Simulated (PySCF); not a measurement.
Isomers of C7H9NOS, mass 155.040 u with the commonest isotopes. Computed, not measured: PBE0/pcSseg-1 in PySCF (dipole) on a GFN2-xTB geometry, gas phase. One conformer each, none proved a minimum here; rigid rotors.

Question: Order these by rotational constant A, smallest first.
A. `[CH3:1][C:2](=[S:3])[C@@H:4]1[CH:5]=[CH:6][C@@H:7]1[NH:8][CH:9]=[O:10]` with C1–C2–C4–C5 -156°, C6–C7–N8–C9 174°, C7–N8–C9–O10 -5°
B. `[NH2:1][C:2](=[O:3])[C:4]1=[CH:5][S:6][CH2:7][CH2:8][CH:9]=[CH:10]1` with H–N1–C2–O3 168° and 4°, N1–C2–C4–C5 158°, C4–C5–S6–C7 1°, C5–S6–C7–C8 46°, S6–C7–C8–C9 -89°, C7–C8–C9–C10 64°
C. `[CH2:1]=[CH:2][CH2:3][c:4]1[n:5][cH:6][c:7]([CH2:8][OH:9])[s:10]1` with C1–C2–C3–C4 109°, C2–C3–C4–N5 103°, C6–C7–C8–O9 -92°, C7–C8–O9–H -59°
D. `[CH3:1][N:2]([CH3:3])[C:4](=[S:5])[c:6]1[cH:7][cH:8][cH:9][o:10]1` with C1–N2–C4–S5 171°, N2–C4–C6–C7 168°

Answer: A (1400 MHz), D (1965 MHz), B (2033 MHz), C (2415 MHz).

Question: Order these by rotational constant B, smallest first.
A. `[CH3:1][C:2](=[S:3])[C@@H:4]1[CH:5]=[CH:6][C@@H:7]1[NH:8][CH:9]=[O:10]` with C1–C2–C4–C5 -156°, C6–C7–N8–C9 174°, C7–N8–C9–O10 -5°
B. `[CH2:1]=[CH:2][CH2:3][c:4]1[n:5][cH:6][c:7]([CH2:8][OH:9])[s:10]1` with C1–C2–C3–C4 109°, C2–C3–C4–N5 103°, C6–C7–C8–O9 -92°, C7–C8–O9–H -59°
C. `[NH2:1][C:2](=[O:3])[C:4]1=[CH:5][S:6][CH2:7][CH2:8][CH:9]=[CH:10]1` with H–N1–C2–O3 168° and 4°, N1–C2–C4–C5 158°, C4–C5–S6–C7 1°, C5–S6–C7–C8 46°, S6–C7–C8–C9 -89°, C7–C8–C9–C10 64°
D. `[CH3:1][N:2]([CH3:3])[C:4](=[S:5])[c:6]1[cH:7][cH:8][cH:9][o:10]1` with C1–N2–C4–S5 171°, N2–C4–C6–C7 168°

Answer: B (662.4 MHz), C (838.6 MHz), D (931.4 MHz), A (1107 MHz).

Question: Order these by radius of gyration √(Σ m r²/M), smallest first.
A. `[NH2:1][C:2](=[O:3])[C:4]1=[CH:5][S:6][CH2:7][CH2:8][CH:9]=[CH:10]1` with H–N1–C2–O3 168° and 4°, N1–C2–C4–C5 158°, C4–C5–S6–C7 1°, C5–S6–C7–C8 46°, S6–C7–C8–C9 -89°, C7–C8–C9–C10 64°
B. `[CH3:1][N:2]([CH3:3])[C:4](=[S:5])[c:6]1[cH:7][cH:8][cH:9][o:10]1` with C1–N2–C4–S5 171°, N2–C4–C6–C7 168°
C. `[CH2:1]=[CH:2][CH2:3][c:4]1[n:5][cH:6][c:7]([CH2:8][OH:9])[s:10]1` with C1–C2–C3–C4 109°, C2–C3–C4–N5 103°, C6–C7–C8–O9 -92°, C7–C8–O9–H -59°
D. `[CH3:1][C:2](=[S:3])[C@@H:4]1[CH:5]=[CH:6][C@@H:7]1[NH:8][CH:9]=[O:10]` with C1–C2–C4–C5 -156°, C6–C7–N8–C9 174°, C7–N8–C9–O10 -5°

Answer: D (2.137 Å), B (2.261 Å), A (2.322 Å), C (2.435 Å).

```json
{"SMILES": "CC(=S)[C@@H]1C=C[C@@H]1NC=O", "point group": "C1", "Ia (u·Å²)": "361.04", "Ib (u·Å²)": "456.48", "Ic (u·Å²)": "598.34", "κ": "-0.05", "μa (D)": "0.88", "μb (D)": "1.89", "μc (D)": "0.03"}
{"SMILES": "C=CCc1ncc(CO)s1", "point group": "C1", "Ia (u·Å²)": "209.26", "Ib (u·Å²)": "762.94", "Ic (u·Å²)": "867.06", "κ": "-0.91", "μa (D)": "0.94", "μb (D)": "1.17", "μc (D)": "1.27"}
{"SMILES": "NC(=O)C1=CSCCC=C1", "point group": "C1", "Ia (u·Å²)": "248.60", "Ib (u·Å²)": "602.66", "Ic (u·Å²)": "820.64", "κ": "-0.69", "μa (D)": "2.11", "μb (D)": "4.29", "μc (D)": "0.86"}
{"SMILES": "CN(C)C(=S)c1ccco1", "point group": "C1", "Ia (u·Å²)": "257.25", "Ib (u·Å²)": "542.59", "Ic (u·Å²)": "784.92", "κ": "-0.56", "μa (D)": "1.36", "μb (D)": "4.25", "μc (D)": "0.31"}
```
